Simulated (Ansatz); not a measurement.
Stepwise reaction of `CB(S)S` with ammonia, as a gas-phase model of exchange steps in deposition or etching. ΔE in kJ/mol.

Calculated with Ansatz (gas phase, PBE0-D4/def2-TZVP geometries, no zero-point term in ΔE). CBS: MP2 limit from def2 TZ/QZ plus the TZ coupled-cluster correction, frozen cores. This one scheme is used for every species. Functionals use def2-TZVPP. B3LYP here is the variant with VWN-RPA as its local correlation; programs differ in this. Each species was taken in one conformer, which may not be the lowest.

```json
{"step": "1", "reaction": "`CB(S)S` + NH₃ → `CB(N)S` + H₂S", "PBE-D4": "-27.5", "B3LYP-D4": "-36.3", "ωB97M-V": "-37.5", "CCSD(T)/CBS": "-32.6"}
{"step": "2", "reaction": "`CB(N)S` + NH₃ → `CB(N)N` + H₂S", "PBE-D4": "-15.7", "B3LYP-D4": "-23.7", "ωB97M-V": "-24.1", "CCSD(T)/CBS": "-20.5"}
```

Q: By hand: ΔE of the 2 steps together at CCSD(T)/CBS.

A: (-32.6) + (-20.5) = -53.1 kJ/mol, or -26.6 kJ/mol a step.

In ΔE each step is higher than the one before. All are downhill at CCSD(T)/CBS. PBE-D4 differs from CCSD(T)/CBS by 4.8 to 5.1 kJ/mol a step. Isolated molecules leave out the surface, adducts and barriers. Largest T1 diagnostic: 0.013.
